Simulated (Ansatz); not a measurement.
The cluster Pd₃O₃⁻. Charge -1, multiplicity 2. Geometry r2SCAN-D4/def2-SVPD.

```xyz
6

Pd    0.376   -0.204   -0.024
Pd   -1.749    0.481    1.151
Pd   -1.816    1.771   -0.987
O     1.140   -1.655    1.018
O     2.113   -1.576    0.104
O    -0.064    1.184   -1.263
```

In the def2 sets Pd takes a core potential; there is no spin–orbit coupling. HSE06 is defined as in plane-wave codes, on full-range PBE exchange. The structure holds 1 bond(s) between oxygen atoms. At BHLYP-D4/def2-TZVPD the charge -1 doublet is spin-contaminated (final ⟨S²⟩ up to 1.09, 0.75 for a pure state). No other spin state of charge -1 was run. Another isomer (doublet) lies 1.53 eV lower at PBE0-D4/def2-TZVPD; other spin states weren't run for this one.

Estimate the α-spin orbital energies around the gap (eV) in Ansatz with PBE-D4/def2-TZVPD, r2SCAN-D4/def2-TZVPD, PBE0-D4/def2-TZVPD, HSE06-D4/def2-TZVPD, BHLYP-D4/def2-TZVPD.


```csv
orbital,PBE-D4/def2-TZVPD,r2SCAN-D4/def2-TZVPD,PBE0-D4/def2-TZVPD,HSE06-D4/def2-TZVPD,BHLYP-D4/def2-TZVPD
HOMO−5,-0.92,-0.98,-1.80,-1.41,-3.17
HOMO−4,-0.57,-0.70,-1.72,-1.33,-3.02
HOMO−3,-0.48,-0.61,-1.66,-1.27,-3.00
HOMO−2,-0.42,-0.54,-1.62,-1.22,-2.63
HOMO−1,-0.33,-0.43,-1.44,-1.05,-2.46
HOMO,-0.27,-0.39,-1.29,-0.91,-2.27
LUMO,0.51,0.63,1.39,1.04,2.15
LUMO+1,0.69,0.90,1.71,1.34,2.60
LUMO+2,1.61,1.86,2.49,2.14,3.22
LUMO+3,2.84,3.10,3.50,3.17,3.93
LUMO+4,3.05,3.40,3.72,3.41,4.17
LUMO+5,3.42,3.78,4.09,3.80,4.46
β HOMO,-0.29,-0.30,-1.17,-0.78,-2.19
β LUMO,0.33,0.45,1.42,1.02,2.31
```
